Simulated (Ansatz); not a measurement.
Reaction (hydrogen abstraction from a C–H bond): `[CH3][Ga]([CH3])[F]` + `[OH]`• → `[CH2][Ga]([CH3])[F]`• + H₂O

Calculated with Ansatz (gas phase, PBE0-D4/def2-TZVP geometries, no zero-point term in ΔE). CCSD(T)/CBS adds triple-zeta CCSD(T) − MP2 to the extrapolated MP2 energy (def2 sets, frozen cores). This one scheme is used for every species. Functionals use def2-TZVPP. B3LYP here is the variant with VWN-RPA as its local correlation; programs differ in this. HSE06 is defined as in plane-wave codes. Open shells (•) are unrestricted, without spin–orbit coupling. For Ga outer-core shells are correlated without core-valence functions, which leaves a few kJ/mol of doubt a bond. Scalar relativity is left out up to krypton.

`[CH3][Ga]([CH3])[F]`:

Cartesian coordinates in Å:
```
C -1.134 -1.360 0.393
Ga -0.355 0.391 0.010
C 1.451 1.006 -0.412
F -1.543 1.707 0.065
H -0.888 -2.076 -0.394
H -0.736 -1.755 1.331
H -2.217 -1.280 0.478
H 1.441 2.070 -0.649
H 2.117 0.841 0.439
H 1.862 0.455 -1.261
```

`[OH]`•:

```xyz
2

O    -0.339    0.306    0.169
H     0.339   -0.306   -0.169
```

`[CH2][Ga]([CH3])[F]`•:

Z-matrix (Å, degrees):
```
C
Ga 1 1.948
H 1 1.092 2 109.6
H 1 1.092 2 109.5 3 -117.7
H 1 1.090 2 112.2 3 121.2
F 2 1.771 1 114.1 3 57.0
C 2 1.925 1 133.8 3 -123.0
H 7 1.086 2 123.8 1 0.1
H 7 1.086 2 121.8 1 -179.9
```

H₂O:

Cartesian coordinates in Å:
```
O 0.195 -0.333 0.053
H -0.308 -0.068 -0.720
H 0.113 0.401 0.667
```

```json
{"level": "PBE-D4", "ΔE (kJ/mol)": "-78.8", "difference from CCSD(T)/CBS": "0.0"}
{"level": "B97M-V", "ΔE (kJ/mol)": "-66.5", "difference from CCSD(T)/CBS": "12.3"}
{"level": "r2SCAN0-D4", "ΔE (kJ/mol)": "-69.0", "difference from CCSD(T)/CBS": "9.8"}
{"level": "HSE06-D4", "ΔE (kJ/mol)": "-70.5", "difference from CCSD(T)/CBS": "8.3"}
{"level": "BHLYP-D4", "ΔE (kJ/mol)": "-58.1", "difference from CCSD(T)/CBS": "20.7"}
{"level": "CAM-B3LYP-D4", "ΔE (kJ/mol)": "-72.3", "difference from CCSD(T)/CBS": "6.5"}
{"level": "ωB97M-V", "ΔE (kJ/mol)": "-69.9", "difference from CCSD(T)/CBS": "8.9"}
{"level": "B2PLYP", "ΔE (kJ/mol)": "-73.2", "difference from CCSD(T)/CBS": "5.6"}
{"level": "revPBE", "ΔE (kJ/mol)": "-75.0", "difference from CCSD(T)/CBS": "3.8"}
{"level": "B3LYP", "ΔE (kJ/mol)": "-71.2", "difference from CCSD(T)/CBS": "7.6"}
{"level": "r2SCAN0", "ΔE (kJ/mol)": "-69.3", "difference from CCSD(T)/CBS": "9.5"}
{"level": "HSE06", "ΔE (kJ/mol)": "-71.1", "difference from CCSD(T)/CBS": "7.7"}
{"level": "BHLYP", "ΔE (kJ/mol)": "-59.0", "difference from CCSD(T)/CBS": "19.8"}
{"level": "HF/def2-SVP", "ΔE (kJ/mol)": "-25.5", "difference from CCSD(T)/CBS": "53.3"}
{"level": "CCSD(T)/def2-TZVPP", "ΔE (kJ/mol)": "-72.4", "difference from CCSD(T)/CBS": "6.4"}
{"level": "CCSD/CBS(def2)", "ΔE (kJ/mol)": "-76.9", "difference from CCSD(T)/CBS": "1.9"}
{"level": "CCSD(T)/CBS", "ΔE (kJ/mol)": "-78.8", "difference from CCSD(T)/CBS": "0"}
```

Largest T1 diagnostic among the species: 0.013.

In def2-TZVPP, CCSD(T) changes the Hartree–Fock value by −38.6 kJ/mol (the triples alone add −1.9 kJ/mol) and MP2 by −53.0 kJ/mol. Leaving LDA and LC-ωPBE aside and taking each functional with its dispersion term where it has one, the values spread over 20.7 kJ/mol, from PBE-D4 to BHLYP-D4. LDA lies −21.1 kJ/mol from PBE without D4. From BLYP to BHLYP (50 % exact exchange), in def2-TZVPP and without D4, ΔE moves by +17.2 kJ/mol.
